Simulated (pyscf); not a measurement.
Structures and frequencies: ωB97X-D3(BJ)/def2-SVP in PySCF. Correlated levels are frozen-core, on RHF or UHF. ΔMP2 is the change of the MP2 total energy from the triple- to the quadruple-zeta basis.

Task: PBE/def2-TZVP puts the barrier of :HSi–SiH₂–SiH₃ [singlet] → H₂Si=SiH–SiH₃ (hydrogen shift; singlet surface; H–Si broken, H–Si formed) at 57.3 kJ/mol and the reaction energy at +3.1 kJ/mol, from the reactant's lowest minimum found. What do B3LYP-D3(BJ)/def2-TZVP, ωB97M-D3(BJ)/def2-TZVP, CCSD(T)/def2-TZVPP + ΔMP2(QZVPP) give on the same structures?

Result: B3LYP-D3(BJ): ΔE‡ = 53.9 kJ/mol, ΔE = -11.3 kJ/mol; ωB97M-D3(BJ): ΔE‡ = 67.6 kJ/mol, ΔE = +4.3 kJ/mol; CCSD(T): ΔE‡ = 63.8 kJ/mol, ΔE = -11.6 kJ/mol. PBE's barrier lies among them. Its reaction energy lies among theirs. On the reactant side the descent ends in a point of other shape or electronic state (no frequency run), 39.3 kJ/mol over the lowest minimum found and 34.3 kJ/mol under the saddle at ωB97X-D3(BJ)/def2-TZVP. At ωB97X-D3(BJ)/def2-TZVP the barrier from the zero used here is 73.5 kJ/mol. :HSi–SiH₂–SiH₃ [singlet] is closed by a dative Si–Si, H–Si contact. :HSi–SiH₂–SiH₃ [singlet] lies 41.5 kJ/mol over its isomer cyclic H₆Si₃ (SMILES [SiH2]1[SiH2][SiH2]1) (electronic energy, ωB97M-D3(BJ)/def2-TZVP). H₂Si=SiH–SiH₃ lies 45.7 kJ/mol over its isomer cyclic H₆Si₃ (SMILES [SiH2]1[SiH2][SiH2]1) (electronic energy, ωB97M-D3(BJ)/def2-TZVP). This is the saddle that the search found; another between the same sides may lie lower. The CCSD(T) − MP2 part came from Ansatz, without density fitting, on the same reference.
